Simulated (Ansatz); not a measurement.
Li (SMILES [Li+]), charge +1, singlet; HF/STO-3G (Ansatz, an electronic-structure program).

Ansatz was given this input:
Ansatz 0.2 input:
```yaml
crystal:
  periodic: [false, false, false]
  atoms:
    - {symbol: Li, position_ang: [0.00000000, 0.00000000, 0.00000000]}
basis:
  gaussian:
    orbitals: STO-3G
    point_charges:
      - {charge: 1.0, position_ang: [0.1956, -0.5288, -2.9465]}
hamiltonian:
  xc: hf
total_charge: 1
```

What the program printed (banner, timings and long lists left out):

```
Functional definition: HF
15 factors; integrals over basis functions are off by at most 8.7e-7 eV
mean field evaluation 1: about -189.3663 eV, gradient 1.2e-1 eV
mean field evaluation 2: about -189.3663 eV, gradient 1.1e-1 eV
mean field evaluation 4: about -189.3663 eV, gradient 7.3e-4 eV
mean field -189.36632861 eV, -6.9590842192 hartree, gradient 6.0e-6 eV, S^2 0.000000; 0 other end points of the search recorded, 0 dependent functions left out
reference -189.36632861 eV, -6.9590842192 hartree; 1, 1 occupied and 4, 4 virtual orbitals, 15 factors
Total energy: -189.36632861 eV, -6.9590842192 hartree
```
